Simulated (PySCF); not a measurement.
Input for PySCF: R-B3LYP/LANL2DZ on H2MgSe (SMILES [MgH][SeH]), a point of a bond scan (R = 2.280 Å).

```python
from pyscf import gto, scf, dft, mp
from pyscf.data.elements import chemcore

mol = gto.M(
    atom='''
    Mg   -0.90984848   -0.79864408   -1.24961770
    H    -2.10135992   -1.85014667   -2.88490649
    Se    0.35584908    0.35573886    0.47966970
    H     0.61176270   -0.93385745    1.14758534
    ''',
    basis='lanl2dz',
    ecp={'Mg': 'lanl2dz', 'Se': 'lanl2dz'},
    charge=0, spin=0, verbose=3, max_memory=1800)
mf = dft.RKS(mol, xc='b3lyp')
mf.conv_tol = 1e-8
mf.max_cycle = 100
mf.kernel()
if not mf.converged:
    mf = mf.newton().run(mf.mo_coeff, mf.mo_occ)
```

### Question
Give the final energy of this run.

### Answer
-11.2432 hartree.
